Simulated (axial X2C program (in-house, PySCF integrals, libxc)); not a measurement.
Potential curves of TiH, two-component

Calculated with an in-house all-electron X2C program for linear molecules (integrals from PySCF). Two-component (2c) means X2C with spin–orbit coupling and atomic mean-field two-electron Coulomb and Gaunt terms. Basis: Ti dyall-cv3z [10s10p6d4f2g], H dyall-v3z [6s2p1d] (cores contracted in-house); Gaussian nuclei, density fitting, unrestricted open shells. Masses: Ti 47.948 u, H 1.008 u.

State: Ω = 3/2 (⟨Sz⟩ = -1.50, ⟨Lz⟩ = 3.00 at HF). Energies in kJ/mol from the fragments at the same level (Ti + H). Fits are polynomials in 1 − R0/R over 0.85 to 1.23 times the lowest point R0.

```
 R (Å)  CCSD(T)
1.5961  -189.56
1.6488  -198.58
1.7014  -203.92
1.7540  -206.20
1.8154  -205.70
1.8768  -202.44
1.9557  -195.13
```

Correlated methods: 13 electrons correlated (number of frozen shells: Ti 2 s, 1 p; H none), 213 virtual spin orbitals or spinors in MP2, 90 natural virtuals in coupled cluster.

The state is a single determinant with fixed occupations, the lowest that a limited PBE0 search found. De is counted from the lowest determinant-based energies of the atoms at the same level, without counterpoise correction. Coupled cluster ran in a truncated set of natural virtual spinors; the MP2 energy of the rest was added. (T) has no such correction and the atoms are truncated less, which lowers De at CCSD(T) by a hundredth of an eV or more. Other states lie close and PBE0, whose exact exchange favours high spin, may order them wrongly; the determinant shown need not be the ground state. The nearest other 2c determinant of the search, Ω = 9/2, lies 0.04 eV up at the distance of the search. With several unpaired electrons one determinant need not be a pure state. The T1 diagnostic is large, a sign of multireference character. Coupled cluster ran on the points near the minimum only. MP2 and coupled cluster on one determinant become unreliable at the stretched end.

(1) What are Re, ωe and De at the CCSD(T) level?

Results:

(1) At CCSD(T), 2c: Re = 1.774 Å, ωe ≈ 1560 cm⁻¹, De = 2.14 eV to Ti + H; Be follows as 5.43 cm⁻¹.
